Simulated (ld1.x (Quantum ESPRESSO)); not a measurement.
## Configuration tests for magnesium (Mg) (PAW)

```
Element                 : magnesium (Mg)
Generator               : ld1.x (Quantum ESPRESSO) 7.5
Type                    : PAW
Functional              : PBE
Relativity              : scalar-relativistic
Frozen core             : [He]
Valence charge          : 10
Reference configuration : 2s2 2p6 3s2 3p0
Partial waves           : 2s (bound): rcut 0.95, rcutus 1.20 bohr; 3s (bound): rcut 0.95, rcutus 1.20 bohr; 2p (bound): rcut 1.05, rcutus 1.20 bohr; 3p (bound, empty): rcut 1.05, rcutus 1.20 bohr; 3d channel at 0.25 Ry: rcut 1.10, rcutus 1.20 bohr; 3d channel at 2.4 Ry: rcut 1.10, rcutus 1.20 bohr
Local potential         : all-electron potential smoothed inside 1.20 bohr (lloc = -1)
Core correction         : a·sin(br)/r model core inside 1.10 bohr
Augmentation charge     : BESSEL, radius 0.70 bohr
```

Energies are relative to the spin-unpolarised reference configuration 2s2 2p6 3s2 3p0; without spin polarisation the order of configurations can differ from experiment. Not all tests gave a result: 1 of 7 tests not solved or not reliable. Left out of the table: 2s2 2p6 3s0 3p0 (solver errors, printed error -1105 eV).

Question: Give the all-electron excitation energy and the error of the potential for: 2s2 2p6 3s1 3p0; 2s2 2p6 3s1.5 3p0; 2s2 2p6 3s1 3p1; 2s1 2p6 3s2 3p0; 2s2 2p6 3s0 3p1; 2s2 2p6 3s0 3p2.

Answer:

```json
{"valence configuration": "2s2 2p6 3s1 3p0", "charge": "+1", "ΔE all-electron (eV)": "7.960", "error AE − PS (meV)": "0.0"}
{"valence configuration": "2s2 2p6 3s1.5 3p0", "charge": "+0.5", "ΔE all-electron (eV)": "3.144", "error AE − PS (meV)": "0.0"}
{"valence configuration": "2s2 2p6 3s1 3p1", "charge": "0", "ΔE all-electron (eV)": "3.491", "error AE − PS (meV)": "-0.1"}
{"valence configuration": "2s1 2p6 3s2 3p0", "charge": "+1", "ΔE all-electron (eV)": "91.471", "error AE − PS (meV)": "+34"}
{"valence configuration": "2s2 2p6 3s0 3p1", "charge": "+1", "ΔE all-electron (eV)": "12.328", "error AE − PS (meV)": "-0.1"}
{"valence configuration": "2s2 2p6 3s0 3p2", "charge": "0", "ΔE all-electron (eV)": "7.183", "error AE − PS (meV)": "-0.1"}
```
